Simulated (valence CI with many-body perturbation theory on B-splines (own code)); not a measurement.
E1 line list for Rh XIV

Method: valence CI with perturbative core correlation (CI+MBPT): four valence electrons over a frozen Dirac-Fock core [Ar] 3d10, radial functions for each j: 11 s, 11 p, 10 d, 8 f, 5 g, 2 h, with the one-electron correlation potential Σ1, the two-electron term Σ2, the three-electron term Σ3, Breit, model QED; selected CI, second order for the rest, scaled by the run's own slope (own B-spline code, finite nucleus).

No measured spectrum was set against this ion. As an estimate, levels hold to about 250 cm⁻¹ or 0.2 % of their energy and the worst to 1 %, as in measured heavy ions of charge 2 to 7; those with d or f electrons hold less well. Among the levels kept, up to 600 cm⁻¹ of a level comes from second order outside the variational space, and about a tenth of that is noise between levels of different J, which matters for small intervals.

Lines 201 to 250 of 554 in falling wavelength, among levels below 1236700 cm⁻¹, chosen from the strongest by gf and those to the six lowest levels. Wavelengths and rates use the calculated energies, so an error of 800 cm⁻¹ moves a line at 256.7 Å by 0.21 % and its rate by three times that or more. Electric multipoles are in the length gauge with retardation, E1 and E2 with the static RPA response of the core. Weak lines are less certain than strong ones. Lines between different terms over intervals too small for the method are left out, as are lines whose strength nearly cancels. The highest levels of a list are the least certain.

Names give the largest LS component (configuration and term), which can be under half, so a name can repeat, a term be missing and a line seem to break the LS rules; names also repeat where a configuration has a term twice. Letters in brackets count levels of one name in rising energy.

| λ vac (Å) | Upper | Lower | A (s⁻¹) | S (a.u.) with core polarisation | S without |
| --- | --- | --- | --- | --- | --- |
| 256.7 | 4s 4p3 3S°_1 | 4s2 4p2 3P_1 | 1.82e+10 | 4.56e-01 | 5.01e-01 |
| 255.9 | 4s2 4p 4f 3G_3 [b] | 4s2 4p 4d 1F°_3 | 4.17e+09 | 2.41e-01 | 2.64e-01 |
| 253.9 | 4s 4p2 4d 3P_0 [c] | 4s2 4p 4d 3P°_1 | 4.46e+10 | 3.60e-01 | 3.95e-01 |
| 253.6 | 4s 4p2 4d 3S_1 [a] | 4s2 4p 4d 3F°_2 | 8.19e+09 | 1.98e-01 | 2.17e-01 |
| 252.9 | 4s2 4p 4d 3F°_2 | 4s2 4p2 1D_2 | 2.03e+09 | 8.11e-02 | 8.88e-02 |
| 252.4 | 4s 4p2 4d 1P_1 | 4s2 4p 4d 3D°_1 | 9.24e+09 | 2.20e-01 | 2.42e-01 |
| 249.6 | 4s 4p2 4d 1D_2 [b] | 4s2 4p 4d 3P°_2 | 4.50e+09 | 1.73e-01 | 1.89e-01 |
| 244.4 | 4s 4p 4d2 3H°_5 | 4s 4p2 4d 3G_5 | 3.82e+09 | 3.02e-01 | 3.31e-01 |
| 242.9 | 4s 4p2 4d 3D_3 [e] | 4s2 4p 4d 3F°_3 | 5.27e+09 | 2.61e-01 | 2.87e-01 |
| 242.4 | 4s 4p2 4f 3G°_4 | 4s 4p2 4d 3G_4 | 3.35e+09 | 2.12e-01 | 2.31e-01 |
| 242.3 | 4s2 4p 4d 3D°_1 | 4s2 4p2 1S_0 | 1.32e+08 | 2.77e-03 | 2.98e-03 |
| 242.3 | 4s2 4p 4d 3F°_3 | 4s2 4p2 1D_2 | 6.42e+06 | 3.15e-04 | 3.69e-04 |
| 240.3 | 4s 4p2 4d 3P_2 [c] | 4s2 4p 4d 3P°_2 | 4.72e+09 | 1.62e-01 | 1.77e-01 |
| 239.8 | 4s 4p2 4d 3D_3 [a] | 4s 4p3 1D°_2 | 3.55e+09 | 1.69e-01 | 1.85e-01 |
| 238.6 | 4s2 4p 4f 3D_3 | 4s2 4p 4d 1F°_3 | 9.03e+09 | 4.24e-01 | 4.62e-01 |
| 238.1 | 4s 4p 4d2 3H°_5 | 4s 4p2 4d 3G_4 | 2.34e+09 | 1.71e-01 | 1.93e-01 |
| 237.7 | 4s 4p3 3S°_1 | 4s2 4p2 3P_0 | 9.30e+09 | 1.85e-01 | 2.03e-01 |
| 235.3 | 4s 4p3 1P°_1 | 4s2 4p2 3P_2 | 2.33e+06 | 4.49e-05 | 4.50e-05 |
| 235.1 | 4s2 4d2 1D_2 | 4s2 4p 4d 1F°_3 | 1.08e+10 | 3.46e-01 | 3.80e-01 |
| 235.0 | 4p4 1D_2 | 4s 4p3 5S°_2 | 6.29e+07 | 2.01e-03 | 2.22e-03 |
| 233.5 | 4s 4p2 4d 3P_1 [a] | 4s 4p3 3P°_2 | 1.23e+10 | 2.31e-01 | 2.53e-01 |
| 233.3 | 4s 4p 4d2 3H°_4 | 4s 4p2 4d 3G_3 | 2.38e+09 | 1.34e-01 | 1.50e-01 |
| 230.7 | 4s 4p2 4d 3D_1 [b] | 4s 4p3 1D°_2 | 7.60e+09 | 1.38e-01 | 1.51e-01 |
| 229.0 | 4s2 4p 4d 3P°_2 | 4s2 4p2 1D_2 | 7.12e+09 | 2.11e-01 | 2.31e-01 |
| 228.6 | 4s 4p3 1P°_1 | 4s2 4p2 3P_1 | 1.19e+10 | 2.11e-01 | 2.31e-01 |
| 228.6 | 4s2 4p 4d 3F°_2 | 4s2 4p2 3P_2 | 5.10e+09 | 1.50e-01 | 1.64e-01 |
| 228.4 | 4s 4p2 4d 3D_1 [c] | 4s 4p3 1D°_2 | 9.50e+09 | 1.68e-01 | 1.83e-01 |
| 226.0 | 4s2 4p 4f 1F_3 | 4s2 4p 4d 1F°_3 | 3.35e+10 | 1.34e+00 | 1.45e+00 |
| 225.1 | 4s2 4p 4d 3P°_1 | 4s2 4p2 1S_0 | 3.17e+07 | 5.35e-04 | 5.86e-04 |
| 224.9 | 4s 4p2 4d 5F_1 | 4s 4p3 5S°_2 | 1.35e+08 | 2.27e-03 | 2.46e-03 |
| 223.7 | 4p3 4d 3D°_1 [b] | 4p4 1D_2 | 8.14e+09 | 1.35e-01 | 1.47e-01 |
| 223.5 | 4s2 4p 4d 3D°_1 | 4s2 4p2 1D_2 | 1.44e+09 | 2.39e-02 | 2.61e-02 |
| 223.3 | 4s 4p2 4d 3P_2 [a] | 4s 4p3 3D°_3 | 2.03e+10 | 5.57e-01 | 6.08e-01 |
| 222.4 | 4s 4p2 4d 5F_2 | 4s 4p3 5S°_2 | 1.22e+09 | 3.32e-02 | 3.59e-02 |
| 222.3 | 4s2 4p 4d 3F°_2 | 4s2 4p2 3P_1 | 1.05e+09 | 2.86e-02 | 3.09e-02 |
| 222.3 | 4s 4p2 4d 5P_3 | 4s 4p3 3D°_3 | 4.32e+09 | 1.64e-01 | 1.78e-01 |
| 221.6 | 4s 4p2 4d 3P_0 [a] | 4s 4p3 3P°_1 | 3.57e+10 | 1.92e-01 | 2.09e-01 |
| 220.9 | 4s2 4d2 3P_2 | 4s2 4p 4d 1F°_3 | 6.68e+09 | 1.78e-01 | 1.94e-01 |
| 219.9 | 4s2 4p 4f 1G_4 | 4s2 4p 4d 3F°_4 | 8.73e+09 | 4.12e-01 | 4.50e-01 |
| 219.8 | 4s2 4p 4d 3F°_3 | 4s2 4p2 3P_2 | 7.29e+09 | 2.68e-01 | 2.89e-01 |
| 219.2 | 4p3 4d 3P°_1 [a] | 4p4 1D_2 | 1.02e+10 | 1.59e-01 | 1.73e-01 |
| 219.1 | 4s2 4p 4f 3F_2 | 4s2 4p 4d 3D°_1 | 9.41e+09 | 2.44e-01 | 2.58e-01 |
| 218.8 | 4s 4p2 4d 3P_2 [b] | 4s 4p3 3S°_1 | 1.12e+10 | 2.89e-01 | 3.14e-01 |
| 218.0 | 4s 4p2 4f 5D°_4 | 4s 4p2 4d 5F_5 | 3.95e+09 | 1.82e-01 | 1.98e-01 |
| 217.9 | 4s 4p2 4d 5F_3 | 4s 4p3 5S°_2 | 2.65e+09 | 9.48e-02 | 1.02e-01 |
| 217.9 | 4s2 4p 4f 3D_3 | 4s2 4p 4d 3D°_3 | 1.36e+10 | 4.86e-01 | 5.22e-01 |
| 217.2 | 4s 4p2 4d 3P_2 [a] | 4s 4p3 3D°_2 | 2.87e+10 | 7.27e-01 | 7.91e-01 |
| 216.8 | 4s2 4d2 3F_3 | 4s2 4p 4d 1F°_3 | 4.04e+09 | 1.42e-01 | 1.53e-01 |
| 216.6 | 4s 4p2 4f 5D°_3 | 4s 4p2 4d 5D_4 | 4.66e+09 | 1.63e-01 | 1.77e-01 |
| 216.5 | 4s2 4d2 3F_4 | 4s2 4p 4d 1F°_3 | 4.76e+09 | 2.14e-01 | 2.31e-01 |
